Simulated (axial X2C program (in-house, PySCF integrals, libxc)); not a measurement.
## Correcting the dissociation energy of MoCl⁺ for spin–orbit coupling

A spin-free CCSD(T) curve (one-electron X2C) was computed with an in-house relativistic program for diatomic molecules, basis Mo dyall-cv3z [11s12p9d5f3g], Cl dyall-av3z [9s8p3d2f] (cores contracted in-house), for the state M_S = 2, Λ = 0 (beyond evenly filled blocks: π+α, π-α, δ+α, δ-α). It gives D0 = 2.472 eV to Mo+ + Cl, which in a spin-free picture are the weighted means of the ground terms.

Correlated methods: 12 electrons correlated (number of frozen shells: Mo 4 s, 3 p, 1 d; Cl 2 s, 1 p), 292 virtual spin orbitals or spinors in MP2, 90 natural virtuals in coupled cluster.

Measured levels of the ground terms (NIST Handbook of Basic Atomic Spectroscopic Data), in cm⁻¹: Mo+ 6S: J = 5/2 at 0; Cl 2P: J = 3/2 at 0, J = 1/2 at 882.4.

The molecular state has Λ = 0, so it has no first-order lowering.

Question: How far does each ground level lie under the (2J+1)-weighted mean of its term?

Answer: Mo+: a single level, 0; Cl: (4 × 0 + 2 × 882.4)/6 = 294 cm⁻¹.

Question: Correct D0.

Answer: D0 = 2.472 + (0 − 294)/8065.5 = 2.436 eV at CCSD(T) with these spin–orbit terms. The direct two-component run, taken to the lowest atomic determinants of a wider search where it found them, gives 2.432 eV; the difference holds second-order terms in the molecule, scalar two-electron terms, the gap between measured and computed atomic splittings (a 2c atom can miss part of its lowering) and, in coupled cluster, the truncation of each run.

Second-order spin–orbit effects in the molecule, which grow quickly with Z, are left out. The state is one determinant whose occupation by symmetry is held fixed; it was picked as the lowest of a PBE0 search that is not exhaustive. Dissociation energies refer to the lowest single-determinant-based atoms at the same level and basis. Coupled cluster ran in a truncated set of natural virtual spinors; the MP2 energy of the rest was added. (T) has no such correction and the atoms are truncated less, which lowers De at CCSD(T) by a hundredth of an eV or more. PBE0 can misorder states that lie within some tenths of an eV, so this need not be the ground state of the molecule. The nearest other spin-free determinant of the search, M_S = 2, Λ = 1, lies 0.17 eV up at the distance of the search. With the outer-core shells frozen, correlated bond lengths of heavy atoms tend to come out a few hundredths of an ångström too long.
